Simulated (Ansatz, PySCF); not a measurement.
C₄H₉FSi, SMILES C[C@H]1C[C@@]1(F)[SiH3].

Geometry: B3LYP-D3(BJ)/def2-SVP. The structure was generated by enumeration; whether it is a known compound was not checked.

Vertical ionisation energy (IE) and electron affinity (EA) in eV. Rows of orbital energies are one-electron estimates. Where ΔSCF, EOM or ADC give a negative EA the extra electron is unbound and the value depends on the basis.

```tsv
level	IE	EA
−ε(HOMO), −ε(LUMO), PBE0/def2-TZVP (PySCF)	7.87	-0.70
−ε(HOMO), −ε(LUMO), PBE/def2-TZVP (PySCF)	6.52	0.16
ΔSCF, CAM-B3LYP/def2-SVPD (Ansatz), final states of multiplicity 2 and 2	10.08	-1.74
ΔSCF, PBE/def2-SVPD (Ansatz), final states of multiplicity 2 and 2	9.56	-1.44
```

Problem. What vertical singlet–triplet gap does ΔSCF give with CAM-B3LYP/def2-SVPD (Ansatz, a first-principles code) and with PBE/def2-SVPD (Ansatz)? (An estimate is asked for; the answer gives what the named calculation found.)

Solution. 7.34 and 6.46 eV (triplet above singlet where positive).
